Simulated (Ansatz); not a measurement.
Consider the ligand exchange at the Si–O bond: `FC([SiH3])O[SiH3]` + `O[SiH2]S` → `O[SiH2]S[SiH3]` + `OC(F)[SiH3]`.

Calculated with Ansatz (gas phase, PBE0-D4/def2-TZVP geometries, no zero-point term in ΔE). CCSD(T)/CBS adds triple-zeta CCSD(T) − MP2 to the extrapolated MP2 energy (def2 sets, frozen cores). DFT in def2-TZVPP. One conformer a species, not always the lowest.

CCSD(T)/CBS gives +19.8 kJ/mol.

Problem. Another level gave +20.9 kJ/mol. Which?
A. ωB97X-V/def2-TZVPP
B. PBE-D4/def2-TZVPP
C. SCS-MP2/def2-TZVPP
D. HF/def2-TZVPP

Solution. A. ωB97X-V 20.9, PBE-D4 7.7, HF/def2-TZVPP 36.9, SCS-MP2/def2-TZVPP 26.1 kJ/mol.

Largest T1 diagnostic among the species: 0.012.

In def2-TZVPP, CCSD(T) changes the Hartree–Fock value by −13.6 kJ/mol (the triples alone add −2.7 kJ/mol) and MP2 by −16.6 kJ/mol. The D4 term adds −3.7 kJ/mol with B3LYP and −1.8 kJ/mol with PBE0; it sums over pairs of atoms, weighted by their polarisabilities, and B3LYP, whose exchange is more repulsive, gets the larger term.

B3LYP here is the variant with VWN-RPA as its local correlation; programs differ in this.
